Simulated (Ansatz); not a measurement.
CH2BFS, SMILES `FB1CS1`, relaxed with RKS PBE-D4/def2-SVP in Ansatz 0.2.0 from a rough embedded geometry. The force threshold is 0.03 eV/Å; the program also tests the step.

Charge 0, multiplicity 1.

Start:

```xyz
6

F    -1.747    1.219    0.830
B    -0.728    0.581   -0.044
C     0.424   -0.473   -0.050
S     0.927    0.670   -1.094
H     0.132   -1.446   -0.561
H     0.992   -0.551    0.919
```

| step | energy (eV) | largest force (eV/Å) | largest move (Å) |
| --- | --- | --- | --- |
| 1 | -15280.9818 | 6.913 | 0.000 |
| 2 | -15282.4914 | 3.567 | 0.174 |
| 3 | -15283.0193 | 1.494 | 0.126 |
| 4 | -15283.0852 | 0.503 | 0.068 |
| 5 | -15283.0904 | 0.517 | 0.042 |
| 6 | -15283.1026 | 0.154 | 0.023 |
| 7 | -15283.1039 | 0.047 | 0.010 |
| 8 | -15283.1040 | 0.014 | 0.006 |

End:

```xyz
6

F    -1.682    1.197    0.563
B    -0.591    0.646    0.062
C     0.344   -0.569    0.075
S     0.713    0.935   -1.085
H     0.107   -1.498   -0.475
H     1.110   -0.710    0.860
```

Hardware: 2 threads of an Arm Neoverse V1 on a shared host. Wall time 11 s, peak host memory 0.16 GiB.
